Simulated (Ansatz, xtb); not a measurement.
# From O to Se: the atomisation energy (no zero-point term)

One atom is swapped for its congeners: CH4O `CO`; CH4S (methanethiol) `CS`; SeH(CH3). All are singlets with charge 0.

Shapes, held fixed at every level: PBE0-D4/def2-TZVP. Programs: Ansatz 0.2.0, xtb 6.7.1. Values in eV.

Question: How should the atomisation energy change along the series?

Answer: At CCSD(T)/def2-TZVPP the atomisation energy falls at every step, from 21.72 to 19.43 eV. Every level shows the same order. Relativity is left out for Se unless named. Correlated rows may include outer-core shells of Se, which these sets cover unevenly. GFN0-xTB strays far from the other rows. xTB rows lack spin polarisation. Spin-orbit coupling, which grows down the group, is left out (summed over each molecule's free atoms 0.01, 0.03, 0.12 eV).

| level | CH4O | CH4S | SeH(CH3) |
| --- | --- | --- | --- |
| GFN0-xTB | 24.65 | 22.80 | 20.64 |
| HF/def2-SVP | 16.11 | 15.18 | 14.55 |
| HF/def2-TZVPP | 15.99 | 15.20 | 14.48 |
| PBE-D4/def2-TZVPP | 22.57 | 20.82 | 20.05 |
| B3LYP-D4/def2-TZVPP | 22.22 | 20.57 | 19.84 |
| r2SCAN0-D4/def2-TZVPP | 21.82 | 20.39 | 19.63 |
| MP2/def2-SVP | 21.16 | 19.30 | 18.63 |
| CCSD(T)/def2-TZVPP | 21.72 | 20.09 | 19.43 |
